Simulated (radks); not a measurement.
Initial-state core-level shifts of the rhenium ion Re+ when its valence configuration changes from [Xe] 4f14 5d5 6s1. All-electron calculation, Dirac Kohn-Sham, LDA (Slater exchange, Perdew-Wang correlation), spin-unpolarised, spherical densities, point nucleus; open shells fill j = l - 1/2 first. Program: a radial shooting solver on a logarithmic mesh with Libxc functionals. Shifts are changes of the shell-averaged eigenvalues in eV (positive: less bound).

valence,3s,3d,4p,5p
4f14 5d5 6s0.5 6p0.5,-0.617,-0.616,-0.619,-0.609
4f14 5d4 6s2,-2.817,-2.832,-2.812,-2.549
4f13 5d6 6s1,-12.710,-12.529,-11.042,-3.230
4f13 5d5 6s2,-15.736,-15.571,-14.054,-5.936
4f13 5d4 6s2 6p1,-20.243,-20.097,-18.537,-9.993
4f14 5d6,+2.518,+2.529,+2.518,+2.320
4f14 5d4 6s1 6p1,-4.046,-4.059,-4.043,-3.747
4f12.5 5d5.5 6s2,-22.471,-22.211,-19.819,-7.593
4f14 5d5 6p1,-1.222,-1.220,-1.225,-1.205
